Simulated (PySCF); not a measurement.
C4H4N2, SMILES c1cnccn1. The structure is a stationary point at ωB97X-D3(BJ)/def2-SVP.

Computed equilibrium geometry at ωB97X-D3(BJ)/def2-SVP (PySCF confirms it by a frequency run) as Cartesian coordinates in Å, and its point group:
point group D2h.
```xyz
10

C      0.0000     1.1316    -0.6991
C      0.0000     1.1316     0.6991
N      0.0000     0.0000     1.4024
C      0.0000    -1.1316     0.6991
C      0.0000    -1.1316    -0.6991
N      0.0000     0.0000    -1.4024
H      0.0000     2.0743    -1.2587
H      0.0000     2.0743     1.2587
H      0.0000    -2.0743     1.2587
H      0.0000    -2.0743    -1.2587
```
